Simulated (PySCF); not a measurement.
A drawing and its optimised geometry.

[C6H12N]+. Drawn bonds (atoms numbered from 1): C1=C2, C2–C3, C3–C4, C4–N5, N5=C6, N5–C7, C1–H8, C1–H9, C2–H10, C3–H11, C3–H12, C4–H13, C4–H14, C6–H15, C6–H16, C7–H17, C7–H18, C7–H19. Charge +1.

Geometry after optimisation with GFN2-xTB (Å):

```
atom  x, y, z in Å
C1     1.300    0.421    0.922
C2     1.594   -0.723    0.120
C3     0.848   -0.907   -1.083
C4    -0.712   -1.035   -0.580
N5    -1.034    0.088    0.174
C6    -0.281    0.232    1.334
C7    -1.412    1.284   -0.533
H8     1.307    1.364    0.376
H9     1.877    0.497    1.839
H10    2.115   -1.563    0.560
H11    0.833   -0.034   -1.736
H12    1.095   -1.806   -1.641
H13   -1.319   -1.123   -1.478
H14   -0.776   -1.951    0.006
H15   -0.558    1.118    1.902
H16   -0.334   -0.651    1.969
H17   -1.831    2.007    0.162
H18   -2.166    1.048   -1.281
H19   -0.555    1.745   -1.039
```

Here a drawn bond counts as lost beyond 1.3 times the sum of covalent radii plus 0.1 Å; another pair counts as a new contact within 1.08 times that sum, or 1.2 times among H, C, N, O, F, S and Cl. Covalent radii used (Å): C 0.73, H 0.31, N 0.71.

**Question.** Which drawn bonds no longer describe this geometry, and which new contacts appear?

**Answer.** No drawn bond is lost. New contacts: C1–C6 (1.64 Å; radii sum 1.46 Å). The tight-binding optimisation can itself be at fault, so a check at a higher level is due before the drawing is dismissed.

**Question.** How long is each drawn bond in this geometry?

**Answer.** 
| drawn bond | length (Å) | over radii sum |
| --- | --- | --- |
| C1–C2 | 1.428 | 0.98 |
| C2–C3 | 1.428 | 0.98 |
| C3–C4 | 1.644 | 1.13 |
| C4–N5 | 1.390 | 0.97 |
| N5–C6 | 1.390 | 0.97 |
| N5–C7 | 1.440 | 1.00 |
| C1–H8 | 1.090 | 1.05 |
| C1–H9 | 1.086 | 1.04 |
| C2–H10 | 1.082 | 1.04 |
| C3–H11 | 1.090 | 1.05 |
| C3–H12 | 1.086 | 1.04 |
| C4–H13 | 1.088 | 1.05 |
| C4–H14 | 1.089 | 1.05 |
| C6–H15 | 1.088 | 1.05 |
| C6–H16 | 1.089 | 1.05 |
| C7–H17 | 1.087 | 1.05 |
| C7–H18 | 1.088 | 1.05 |
| C7–H19 | 1.098 | 1.06 |

All values are computed, not measured.
